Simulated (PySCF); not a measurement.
# One molecule, several mistakes: CGeH5OSi

All numbers below are calculated, not measured. The program is PySCF 2.14.0, an open-source quantum chemistry code, run on an isolated molecule that a program drew, which may never have been made. The molecule is CGeH5OSi (charge 0, doublet), drawn as the SMILES string `[CH2][Si](=O)[GeH3]`.

Each row is a Hartree-Fock (HF) and frozen-core CCSD(T) single point in the cc-pV(D+d)Z basis, meant for a local HF minimum. Run 1 is clean. Each other run has one planted mistake out of seven kinds, and not every kind appears here: one electron removed, one electron added, multiplicity raised by two, geometry at a saddle point, minimal basis STO-3G, one bond length entered in bohr, all coordinates scaled. The reference is restricted for singlets and unrestricted otherwise, and also for a bond in bohr. Adding or removing an electron swaps singlet and doublet. Electrons count all cores. HOMO and LUMO are orbital energies over both spins, the gradient is its largest component, and the lowest frequency (negative if imaginary) is given only where the gradient is small. Bond lengths are over the 8 bonds as drawn. T1 is the CCSD diagnostic: over 0.02 (restricted) or 0.045 (unrestricted) a single reference is doubtful. Germanium has the cc-pVDZ-PP basis, with a core potential (ECP10MDF) in place of its 10 inner electrons, and its 3s, 3p and 3d shells are frozen in CCSD(T).

Geometry of the clean run:
```xyz
9
CGeH5OSi, angstrom
C     1.8092    2.0135    0.7841
Si    0.0226    1.6508    0.6497
O    -0.9495    2.5480   -0.0689
Ge   -0.6751   -0.3912    1.7012
H     2.5082    1.3669    1.3069
H     2.2372    2.9062    0.3370
H     0.4700   -0.9795    2.5327
H    -1.8717   -0.1104    2.6078
H    -1.0750   -1.3985    0.6225
```

```
run,electrons,basis functions,<S^2>,HOMO (eV),LUMO (eV),gradient (hartree/bohr),lowest frequency (cm^-1),mean bond (Å),longest bond (Å),T1,HF (hartree),CCSD(T) (hartree),mistake
1,65,99,0.779,-10.54,0.43,2.2e-05,21,1.5619,2.401,0.0211,-697.91848,-698.47109,no fault
2,65,99,0.798,-10.47,0.45,3.1e-02,-,1.6088,2.473,0.0228,-697.91062,-698.47037,all coordinates scaled
3,66,99,0.000,-2.23,7.41,8.8e-02,-,1.5619,2.401,0.0195,-697.93831,-698.53010,one electron added
4,65,99,1.560,-8.44,0.75,1.5e-02,-,1.7652,3.454,0.0337,-697.78322,-698.32320,?
```

**Which mistake was planted in run 4, and what did it cost?**

The mean bond changes by a factor of 1.130 and the longest by 1.439, so the molecule wasn't scaled as a whole. A length L in bohr read as angstrom grows by (1/0.5292 - 1) L = 0.890 L. The 8 bonds together grew by 8 x 0.2033 = 1.626 Å, which gives L = 1.828 Å. That is bond C1-Si2, 1.828 Å in the clean geometry. So the mistake is: one bond length entered in bohr. Subtracting run 1 and multiplying by 627.51 kcal/mol a hartree, the energy moved by 84.9 kcal/mol in HF and 92.8 kcal/mol in CCSD(T).

